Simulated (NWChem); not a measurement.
Species: CF cation, singlet

Results from NWChem. Pople sets run with spherical d functions. Low-valent species are run as closed-shell singlets; no triplet was tried in these runs. Coordinates come from a B3LYP/6-31G* (spherical d) optimisation. Level: M06-2X/6-31G* with SMD (1 M gas to 1 M solution), gas-phase geometry. Reactions with the solvent are ignored.

```
solvent     dielectric constant  solvation free energy (kcal/mol)  cavity-dispersion-structure term (kcal/mol)
----------  -------------------  --------------------------------  -------------------------------------------
water                      78.4                             -77.1                                          6.2
1-propanol                 20.5                             -74.9                                          5.4
1-octanol                  9.86                             -70.2                                          5.6
benzene                    2.27                             -42.8                                          4.4
toluene                    2.37                             -44.4                                          4.4
```
